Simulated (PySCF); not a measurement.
## SrCa and its ions

RHF-CCSD(T); basis Sr def2-SVP with ECP28, Ca def2-SVP; scalar-relativistic core potentials; PySCF 2.14. Neutral (RHF): singlet (closed shell), Re = 4.691 Å, ωe = 42.4 cm⁻¹, De = 0.12 eV.

SrCa⁺ (ROHF): doublet (σ ↑), Re = 4.096 Å, ωe = 99.8 cm⁻¹, De = 0.89 eV to Sr⁺ + Ca. The energies at the minima are -707.23107 hartree for SrCa and -707.05539 for SrCa⁺.

Problem. Work out the adiabatic ionisation energy, without and with harmonic zero-point energies (1 hartree = 27.2114 eV, 1 eV = 8065.5 cm⁻¹), and the change of the bond length.

Solution. At CCSD(T): 0.17568 hartree = 4.780 eV between the minima; the zero-point term (99.8 − 42.4)/2 cm⁻¹ = +0.004 eV makes it 4.784 eV. Re changes by -59.5 pm against the neutral. The electron leaves a σ orbital, and the shorter bond of the ion fits an antibonding orbital, or a change in how ionic the bond is.

Correlated steps freeze 5 core orbitals. Weak bonds: SrCa. Basis-set superposition, not corrected here, can be much of De in a small basis, most of all at correlated wavefunction levels. Spin–orbit coupling is left out. For an ion De counts to the pair picked by the measured ionisation energies or electron affinities, which need not be the lowest pair at this level. States were picked by a PBE0 search and need not be the measured ground states.
